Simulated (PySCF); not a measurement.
## Static response to an electric field

Species: C5H6F4.
Structure used (PBE0-D3(BJ)/def2-SVP), in Å, numbered top down from 1:
```xyz
15
C5H6F4 angstrom
C      1.4246    0.9654   -0.4183
C      0.8644   -0.1244    0.4564
C      0.2859   -1.4074   -0.0947
C     -0.5883   -0.4269    0.6049
F     -1.0191   -0.7480    1.8513
C     -1.6701    0.3369   -0.1168
F     -1.8011    1.5709    0.3734
F     -1.4039    0.4460   -1.4238
F     -2.8441   -0.2760    0.0076
H      2.4856    0.7685   -0.6333
H      1.3546    1.9441    0.0798
H      0.8942    1.0362   -1.3765
H      1.3773   -0.2493    1.4164
H      0.1778   -1.5000   -1.1785
H      0.4803   -2.3384    0.4424
```

Level: PBE0/def2-SVPD (PySCF), static field, nuclei fixed, core orbitals frozen in the response. The polarisability tensor in these axes (au):

```
x   64.73  1.77 -1.84
y    1.77 61.38 -0.80
z   -1.84 -0.80 56.62
```

Task: Diagonalise the tensor; give its mean and Δα, where Δα² is half the sum of the squared differences of the eigenvalues.

Result: Principal values 56.19, 60.62 and 65.92 au; mean 60.91 au = 9.03 Å³ = 10.04 × 10⁻⁴⁰ C²·m²/J; Δα = 8.44 au (14 % of the mean).

Task: What is the dipole moment, and where does it point?

Result: (2.65, -0.61, -0.73) D, 2.81 D in size, pointing from the negative to the positive side. Measured along this direction, the outermost atoms are F9 at the negative end and H10 at the positive end.

Task: Rayleigh depolarisation ratio (linearly polarised light, static tensor)?

Result: ρ = 3Δα²/(45ᾱ² + 4Δα²) = 213.5/(166944 + 284.7) = 0.00128.

Task: What are the principal values of the traceless quadrupole moment, Θ = ½Σq(3rr − r²1), about the centre of nuclear charge?

Result: -3.49, 1.54, 1.96 D·Å. The values depend on the origin, since the dipole doesn't vanish. The electronic extent ⟨r²⟩ about the same centre is 1028 bohr², a root-mean-square distance of 2.00 Å for the 72 electrons.

Task: What would n − 1 = 2πNα be for an ideal gas of these molecules at 350 K and 1 atm, electronic part alone?

Result: N = p/kT = 2.0968 × 10¹⁹ cm⁻³, so n − 1 = 2π × N × 9.03 × 10⁻²⁴ cm³ = 1189 × 10⁻⁶ at long wavelengths.

Task: Find the Langevin capture rate constant for H3+ (3.023 u) meeting this molecule (142.041 u), k = 2.342 × 10⁻⁹ cm³/s × √(α in Å³ / reduced mass in u).

Result: The reduced mass is 2.96 u, so k = 4.09 × 10⁻⁹ cm³/s. The formula leaves out the permanent dipole, which adds to the capture rate.

Task: Sum over states: ᾱ = Σ f/ω², ω in Eh. What share falls to these 6 lowest TDDFT singlets (eV, f)? 8.09, 0.0074; 8.43, 0.0039; 8.50, 0.0151; 8.82, 0.0049; 8.90, 0.0179; 8.99, 0.0205.

Result: They add up to 0.68 au, 1.1 % of the 60.91 au; the largest single term is 0.19 au, from the state at 8.99 eV. Terms in order: 0.08, 0.04, 0.16, 0.05, 0.17, 0.19 au. Higher excitations give the rest. The strengths listed sum to 0.070.

Isolated species at its PBE0-D3(BJ)/def2-SVP geometry, gas phase.
